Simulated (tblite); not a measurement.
Species: C7H6N (doublet state).
Z-matrix (Å and degrees, GFN2-xTB geometry), rows numbered from 1:
```
C 
C   1  1.3347
C   2  1.4561  1  128.43
C   3  1.3250  2  111.64  1  -179.91
C   4  1.4832  3  106.84  2    -0.03
C   5  1.4492  4  122.94  3   179.98
N   6  1.2621  5  127.38  4  -179.92
C   5  1.3611  4  108.77  3     0.03
H   1  1.0771  2  121.52  3    -0.05
H   1  1.0778  2  121.45  3   179.98
H   4  1.0721  3  129.68  2  -179.96
H   6  1.0870  5  116.32  4     0.00
H   7  1.0190  6  115.13  5    -0.05
H   8  1.0752  2  123.52  1    -0.08
```

Level: GFN2-xTB in tblite, geometry and Hessian alike; calculated harmonic values, unscaled, isolated species. This tight-binding method is rough: wavenumbers can miss measured ones by several per cent, in bad cases by 10 to 20. One conformer, not necessarily the lowest. Open shells enter through the occupations alone, without spin polarisation, and single modes of such species can be off by tens of per cent.

Harmonic wavenumbers (cm⁻¹): 64.1, 132.8, 179.1, 225.2, 342.1, 450.2, 460.0, 574.9, 619.6, 653.3, 679.5, 771.4, 786.6, 825.1, 906.7, 920.3, 930.9, 948.4, 1063.9, 1107.0, 1145.0, 1162.9, 1212.8, 1229.6, 1349.7, 1389.8, 1540.5, 1599.6, 1664.7, 1683.3, 3006.1, 3097.4, 3125.0, 3129.8, 3161.4, 3322.8.

A = 5456, B = 1452, C = 1147 MHz; mass 104.050 u (most abundant isotopes); point group Cs, symmetry number 1; spin multiplicity 2.

Question: Zero-point energy?

Answer: ½Σν̃ = 22731 cm⁻¹ = 271.92 kJ/mol.

Question: What is S at 400 K and 1 bar for an ideal gas of classical rigid rotors and harmonic oscillators?

Answer: Translation 172.89, rotation 120.65, vibration 103.84, spin (R ln 2) 5.76: S = 403.1 J/(mol K).

Question: And Cp and H(400 K) − H(0)?

Answer: Cp = 156.11 J/(mol K), of which vibrations give 122.86 (their classical limit is 36 R = 299.3); H(400 K) − H(0) = 36.39 kJ/mol without the zero-point energy, 23.08 from vibrations.

Question: Which modes carry the vibrational entropy at 400 K?

Answer: 64.1 cm⁻¹: 20.53; 132.8 cm⁻¹: 14.54; 179.1 cm⁻¹: 12.11; 225.2 cm⁻¹: 10.29; 342.1 cm⁻¹: 7.10; 450.2 cm⁻¹: 5.16 J/(mol K); the other 30 give 34.11 together.

Question: Blend soft modes into free rotors: weight 1/[1 + (100 cm⁻¹/ν̃)⁴] for the oscillator and the rest for a rotor with moment μB/(μ + B), μ = h/(8π²ν), B = 10⁻⁴⁴ kg m². What vibrational entropy results?

Answer: 98.38 J/(mol K) in place of 103.84, which changes −T·S at 400 K by +2.18 kJ/mol.

Question: How do the functions run with temperature in this model?

Answer: 
```
 T (K)  S (J/(mol K))  Cp (J/(mol K))  H − H(0) (kJ/mol)  G − H(0) (kJ/mol)  ln q(vib)
   150          297.4            72.8               7.72             -36.89       1.50
   250          342.1           106.0              16.62             -68.91       3.04
298.15          362.3           123.0              22.13             -85.87       3.82
   600          476.3           204.5              72.80            -212.98       9.07
   900          568.2           247.7             141.25            -370.16      14.22
```

q(vib) and H(0) count from the zero-point level.

Hindered rotation and anharmonicity are outside this model. Other conformers, if any are populated, would add a mixing term that is left out.
